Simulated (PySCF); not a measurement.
Mapped SMILES: `[CH3:1][N:2]([CH3:3])[c:4]1[cH:5][cH:6][n:7][cH:8][cH:9]1`. Each H is labelled by its parent atom.

- geometry: GFN2-xTB
- shielding tensors at PBE0/pcSseg-1 (GIAO)
- code: PySCF
- non-relativistic, single conformer, no solvent, rapidly exchanging positions averaged

Predict the 2D correlation tables (HSQC, COSY, HMBC).

Results:



HSQC (one-bond C–H):
```tsv
δH	δC
8.64 (H(C6)/H(C8))	155.8 (C6/C8)
6.29 (H(C5)/H(C9))	108.8 (C5/C9)
3.12 (H(C1)/H(C3))	42.0 (C1/C3)
```

COSY cross peaks (H two or three bonds apart, from the bond graph; peaks can be absent where the dihedral angle is near 90°):
```tsv
δH	δH
8.64 (H(C6)/H(C8))	6.29 (H(C5)/H(C9))
```

HMBC (two and three bonds, from the bond graph):
```tsv
δH	δC
8.64 (H(C6)/H(C8))	155.8 (C6/C8), 155.7 (C4), 108.8 (C5/C9)
6.29 (H(C5)/H(C9))	155.8 (C6/C8), 155.7 (C4), 108.8 (C5/C9)
3.12 (H(C1)/H(C3))	155.7 (C4), 42.0 (C1/C3)
```

Scale: $^{1}$H (31.72 ppm) and $^{13}$C (186.93 ppm) against TMS (reference shieldings calculated alike).

Short H···H contacts in this conformer between protons four or more bonds apart (candidates for NOE cross peaks, intensity ∝ r⁻⁶): H(C3)···H(C5) 2.32 Å.

Shifts are as computed. Against solution values, carbons near 30 ppm lie about +3 ppm off and those near 130 ppm about +5 ppm. Of 1211 compounds with measured shifts, 218 miss one by over three times the rms of a fit or turn the order of signals round; such compounds aren't used in these exercises.
